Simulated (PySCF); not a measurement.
NMR data simulated for an unnamed compound:

1H NMR (300 MHz, computed): δ 6.40 (m, 1H), 6.39 (m, 1H), 5.92 (m, 2H).

13C{1H} NMR (computed): δ 161.5 (C), 124.8 (CH), 119.3 (CH), 79.8 (CH2).

PySCF 2.14.0 with density-fitted response routines calculation with structure optimised with GFN2-xTB and PBE0/pcSseg-1 with gauge-including orbitals; gas phase, averaged over atoms made equivalent by symmetry, fast rotation or ring inversion, no relativistic terms, one conformer.

References, each an isolated molecule treated in the same way: 1H (σref 31.72) and 13C (σref 186.93) vs TMS.

**Question.** Which of these does the molecule contain: a heteroaromatic ring, a methoxy group, a non-aromatic C=C double bond, an ester?

**Answer.** 
- A heteroaromatic ring: no.
- A methoxy group: no.
- A non-aromatic C=C double bond: yes.
- An ester: no.

The data belong to `FC(/C(=C\CF)F)F`, C4H4F4; they needn't prove each group on their own.

Carbon signals by region: 1 in the far downfield region (above 160 ppm), 2 in the sp2 and nitrile region (100–160 ppm), 1 at 50–100 ppm. Above 160 ppm: 161.5, fully substituted alkene carbon.

Splittings by 19F in the carbon and heteronuclear signals aren't shown, as no couplings were computed. Shifts are as computed. Against solution values, carbons near 30 ppm lie about +3 ppm off and those near 130 ppm about +5 ppm. Of 1309 compounds with measured shifts, 239 miss one by over three times the rms of a fit or turn the order of signals round; such compounds aren't used in these exercises. Multiplicities follow the n + 1 count of equivalent neighbours, as no J values were calculated; m marks all less simple cases, F and P coupling included.
